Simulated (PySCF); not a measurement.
# Two structures, one formula

Two relaxed structures of NaGeH$_{3}$, closed shell (PBE0-D4/def2-TZVP; forces vanish, vibrations not checked).

A:

```tsv
atom	x (Å)	y (Å)	z (Å)
Na1	1.2103	0.8273	-0.9615
Ge2	-0.6943	-0.4801	0.5301
H3	-0.5005	-0.6215	-1.0932
H4	-0.5407	1.1489	0.4074
H5	0.9282	-0.6185	0.7370
```

B:

```csv
atom,x (Å),y (Å),z (Å)
Na1,-1.8078,-1.2863,1.3562
Ge2,0.0979,0.0654,-0.0914
H3,0.1121,-0.1900,-1.6309
H4,0.0397,1.6238,-0.0278
H5,1.5852,-0.2133,0.2913
```

Computed with PySCF 2.14 with density fitting (its default auxiliary sets; JK sets also for MP2 and CCSD(T)) (basis: def2-TZVPP); correlated methods freeze the cores. Filled d shells of the heavier atoms are correlated. The outer core shell of Li, Na, Mg and K is correlated. The def2 sets are not built for correlating such inner shells, so the correlated values are less sure here. B3LYP uses VWN-RPA correlation.

**Question.** Which structure is lower at CCSD(T), and by how much? (An estimate is asked for; the value comes from the calculation.)

**Answer.** By the calculation: A, by 7.0 kJ/mol (electronic energy, against the other). By their contacts, A is NaGeH₃ ([H]1[Na]23[H][Ge]12[H]3) and B is NaGeH₃ ([Na][GeH3]).

**Question.** Do the other methods give the same order? (A judgement: the text doesn't fix the answer.)

**Answer.** The calculation gives: Not all: HF gives the other order.

```csv
method,E(B) − E(A) (kJ/mol)
PBE-D4,13.7
r2SCAN-D4,14.4
PBE0-D4,8.3
B3LYP-D4,12.4
wB97M-V,10.2
HF,-4.1
MP2,2.7
CCSD,5.2
CCSD(T),7.0
```

No T1 diagnostic of these runs exceeds 0.013.

Labels in which every atom is bracketed show which atoms are joined, not bond orders.

For scale, one of the runs: CCSD(T)/def2-TZVPP, 122 basis functions, launched by `OMP_NUM_THREADS=2 python run.py`. Time: 120 s of wall clock on 2 CPU threads of an Arm Neoverse V1; the host was shared. Peak host memory: 0.7 GiB.
